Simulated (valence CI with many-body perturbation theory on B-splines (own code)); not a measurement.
**Level structure of Rh²⁴⁺**

Computed by relativistic CI+MBPT: three valence electrons over a frozen Dirac-Fock core [Ar], a basis of 9 s, 9 p, 10 d, 8 f, 5 g, 3 h, 1 i functions for each j, with the one-electron correlation potential Σ1, the two-electron term Σ2, the three-electron term Σ3, Breit, model QED; selected CI, second order for the rest (own B-spline code, finite nucleus).

No measured spectrum was set against this ion. As an estimate, terms of the open shell hold to 2 to 4 % of their energy, and close levels can change places. Only levels of the ground parity were solved; by the run's estimate the other parity begins above the list, which can be wrong where configurations are misplaced.

Levels 1 to 19 of 19, with energies above the lowest level, 3d3 4F_3/2. "Leading %" is the weight of the configuration and term that name the level; weights of strongly mixed levels are sums over their largest components and can fall short. Lifetimes count E1, E2, E3, M1 and M2 decay at the calculated energies, and are blank where another channel may lead or the interval is too uncertain; long ones can be off by a factor of two.

```csv
No.,Configuration,Term,J,E (eV),Leading %,Lifetime,Second component
1,3d3,4F,3/2,0.000,84,,14 % 3d3 2D
2,3d3,4F,5/2,3.368,95,1.32 ms,5 % 3d3 2D
3,3d3,4F,7/2,6.086,87,2.62 ms,11 % 3d3 2G
4,3d3,4F,9/2,7.940,63,14.9 ms,29 % 3d3 2G
5,3d3,4P,3/2,8.687,49,680 μs,32 % 3d3 2P
6,3d3,4P,1/2,9.974,74,3.37 ms,26 % 3d3 2P
7,3d3,2G,7/2,12.960,85,315 μs,12 % 3d3 4F
8,3d3,2H,9/2,13.533,56,465 μs,29 % 3d3 4F
9,3d3,4P,5/2,14.182,90,883 μs,9 % 3d3 2D
10,3d3,2D,3/2,15.943,47,148 μs,40 % 3d3 4P
11,3d3,2P,1/2,17.000,74,331 μs,26 % 3d3 4P
12,3d3,2H,11/2,18.291,100,1.04 ms,
13,3d3,2D,5/2,19.596,90,273 μs,6 % 3d3 4P
14,3d3,2G,9/2,20.736,56,204 μs,36 % 3d3 2H
15,3d3,2P,3/2,23.117,59,157 μs,29 % 3d3 2D
16,3d3,2F,5/2,23.696,86,482 μs,12 % 3d3 2D
17,3d3,2F,7/2,23.847,96,430 μs,
18,3d3,2D,3/2,35.293,99,,
19,3d3,2D,5/2,35.548,85,73.6 μs,11 % 3d3 2F
```

Names give the largest LS component (configuration and term), which can be under half, so a name can repeat, a term be missing and a line seem to break the LS rules; names also repeat where a configuration has a term twice.

The ionisation energy to 3d2 3F_2 of the next ion comes out as 1201.8 eV (NIST: 1202 ± 4 eV (theoretical)). All 19 levels together are meant to be complete up to 36.968 eV.
